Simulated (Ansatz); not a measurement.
Computed with frozen-core CCSD(T)/cc-pVTZ // B3LYP-D3(BJ)/def2-TZVP in Ansatz (a program for electronic structure).

Ansatz 0.2 input:
```yaml
crystal:
  periodic: [false, false, false]
  atoms:
    - { symbol: N, position_ang: [-0.777428, -0.302606, -0.016397] }
    - { symbol: C, position_ang: [0.39992, -0.072353, -0.002431] }
    - { symbol: S, position_ang: [1.960606, 0.077747, 0.008691] }
    - { symbol: H, position_ang: [-1.583098, 0.297212, 0.010137] }
basis:
  gaussian: { orbitals: cc-pVTZ }
correlation:
  method: ccsd_t
```

Output:

```
Functional definition: HF
632 factors; integrals over basis functions are off by at most 1.1e-3 eV
mean field evaluation 1: about -13344.6114 eV, gradient 2.7e1 eV
mean field evaluation 2: about -13344.6177 eV, gradient 2.7e1 eV
mean field evaluation 4: about -13346.1370 eV, gradient 3.1e0 eV
mean field evaluation 8: about -13346.1748 eV, gradient 3.4e-3 eV
mean field evaluation 16: about -13346.1706 eV, gradient 7.1e-1 eV
mean field -13346.17477646 eV, -490.4628766727 hartree, gradient 6.5e-6 eV, S^2 0.000000; 0 other end points of the search recorded, 0 dependent functions left out
7 core orbitals not correlated
reference -13346.17477646 eV, -490.4628766727 hartree; 8, 8 occupied and 93, 93 virtual orbitals, 632 factors
second order -14.18879447 eV of doubles, -0.00000000 eV of singles
cycle   1  -13.88723557 eV  change    3.0e-1 eV  update   1.2e-1
cycle   2  -14.33857626 eV  change   -4.5e-1 eV  update   4.0e-2
cycle   3  -14.45404231 eV  change   -1.2e-1 eV  update   1.8e-2
cycle   4  -14.43933526 eV  change    1.5e-2 eV  update   4.8e-3
cycle   5  -14.43914605 eV  change    1.9e-4 eV  update   2.1e-3
cycle   6  -14.43940778 eV  change   -2.6e-4 eV  update   6.4e-4
cycle   7  -14.43896401 eV  change    4.4e-4 eV  update   2.9e-4
cycle   8  -14.43892863 eV  change    3.5e-5 eV  update   1.1e-4
cycle   9  -14.43896234 eV  change   -3.4e-5 eV  update   4.6e-5
cycle  10  -14.43894328 eV  change    1.9e-5 eV  update   2.3e-5
cycle  11  -14.43894973 eV  change   -6.5e-6 eV  update   8.4e-6
perturbative correction -0.84802547 eV, -0.0311643612 hartree
Total energy: -13361.46175166 eV, -491.0246626496 hartree
```

Cost: around 6 core-seconds (rough).
